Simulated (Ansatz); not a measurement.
Geometry optimisation, RKS B3LYP-D4/def2-SVP in Ansatz.

Input:

```yaml
crystal:
  periodic: [false, false, false]
  atoms:
    - { symbol: B, position_ang: [-0.005613, 0.466683, -0.342513] }
    - { symbol: H, position_ang: [0.023949, -0.030847, 2.002452] }
    - { symbol: O, position_ang: [1.181035, -0.152873, -0.590912] }
    - { symbol: H, position_ang: [1.125282, -1.052656, -0.931238] }
    - { symbol: O, position_ang: [-1.249075, -0.06082, -0.510694] }
    - { symbol: H, position_ang: [-1.279519, -0.975365, -0.812188] }
    - { symbol: F, position_ang: [0.056952, 1.730314, 0.059749] }
    - { symbol: H, position_ang: [0.05069, 0.679165, 1.909345] }
basis:
  gaussian: { orbitals: def2-SVP }
hamiltonian:
  xc: b3lyp
  dispersion: d4
relax:
  f_tol: 0.03
  max_steps: 50
```

Run as:

```bash
$ ansatz run input.yaml --threads 1 --pin off --max-ram 2048MiB --backend cpu --events-out ev --progress --plain --runs-dir out
```

**Question.** Where does it end, and by what steps?

**Answer.** It converged. The force dipped under the threshold on the way, but the program's further checks kept it going. After 13 steps the energy has fallen by 0.155 eV; H2 moved furthest, 1.07 Å.

```tsv
step	energy less start (eV)	largest force component (eV/Å)	accepted
0	0.0000	1.726	yes
1	-0.1148	0.147	yes
2	-0.1397	0.168	yes
3	-0.1418	0.395	yes
4	-0.1480	0.060	yes
5	-0.1496	0.181	yes
6	-0.1502	0.072	yes
7	-0.1529	0.019	yes
8	-0.1536	0.102	yes
9	-0.1540	0.103	yes
10	-0.1544	0.047	yes
11	-0.1546	0.040	yes
12	-0.1547	0.070	yes
13	-0.1549	0.024	yes
```

```xyz
8
Properties=species:S:1:pos:R:3
B -0.019 0.371 -0.535
H 0.076 0.296 3.022
O 1.170 -0.208 -0.858
H 1.115 -1.055 -1.313
O -1.262 -0.120 -0.790
H -1.293 -0.968 -1.244
F 0.041 1.542 0.096
H 0.076 0.745 2.407
```

Whether the end is a true minimum wasn't checked by a vibrational analysis.

The run took 31 s on 1 thread of Intel(R) Xeon(R) Platinum 8488C (Sapphire Rapids), on a shared host, peak memory 0.15 GiB.
